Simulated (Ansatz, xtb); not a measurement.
## Two isomers of C5H4F3N

We compare I, `FC(F)(F)c1cc[nH]c1`, a singlet, with II, `FC(F)(F)C1=CN=CC1`, a singlet. Both are isolated molecules in the gas phase, relaxed with B3LYP-D3(BJ)/def2-SVP.

Quicker runs give these differences E(II) − E(I): GFN2-xTB +21.5 kcal/mol; HF/STO-3G +12.8 kcal/mol (at GFN2-xTB geometries); r2SCAN-D4/def2-SVP +21.6 kcal/mol (at GFN2-xTB geometries).

**Question.** Estimate E(II) − E(I) at the level CCSD(T)/def2-SVP + ΔMP2/def2-TZVPP.

**Answer.** Calculated at CCSD(T)/def2-SVP + ΔMP2/def2-TZVPP: E(II) − E(I) = +17.2 kcal/mol, so structure I lies lower.

Level by level:

| level | geometry | E(II) − E(I) (kcal/mol) | departure from the last row (kcal/mol) | job, with rough time for the two |
| --- | --- | --- | --- | --- |
| GFN2-xTB | GFN2-xTB | +21.5 | +4.3 | optimisation, 0.13 s |
| HF/STO-3G | GFN2-xTB | +12.8 | −4.4 | single point, 0.44 s |
| r2SCAN-D4/def2-SVP | GFN2-xTB | +21.6 | +4.5 | single point, 4.1 s |
| B3LYP-D3(BJ)/def2-SVP | B3LYP-D3(BJ)/def2-SVP | +20.9 | +3.7 | optimisation, 79 s |
| HF/def2-SVP | B3LYP-D3(BJ)/def2-SVP | +17.6 | +0.5 | part of the CCSD(T) run |
| MP2/def2-SVP | B3LYP-D3(BJ)/def2-SVP | +22.5 | +5.3 | part of the CCSD(T) run |
| CCSD(T)/def2-SVP | B3LYP-D3(BJ)/def2-SVP | +17.8 | +0.6 | single point |
| CCSD(T)/def2-SVP + ΔMP2/def2-TZVPP | B3LYP-D3(BJ)/def2-SVP | +17.2 |  | single point, 2 min |

As drawn, II has 2 C–C, 1 C=C, 1 C–N, 1 C=N, 1 C–H in place of 3 C∷C, 2 C∷N, 1 N–H (∷ is an aromatic bond). Structure I has a 5-membered ring (with an aromatic ring), II a 5-membered ring.

The levels shown agree on the order. The largest departure from CCSD(T)/def2-SVP + ΔMP2/def2-TZVPP is that of MP2/def2-SVP, 5.3 kcal/mol. The last row adds to CCSD(T) the change of the MP2 difference between the two basis sets, here −0.6 kcal/mol.

With thermal terms from frequencies at re-optimised GFN2-xTB minima (ideal gas, soft modes damped towards free rotors, one conformer each, 298.15 K, 1 atm): the zero-point term adds −1.2 kcal/mol; ΔH is +16.0 and ΔG +16.1 kcal/mol.

The correlated steps freeze 9 core orbitals. Programs: Ansatz 0.2.0, xtb 6.7.1; the last row on 4 threads of Arm Neoverse V1 on a shared host.
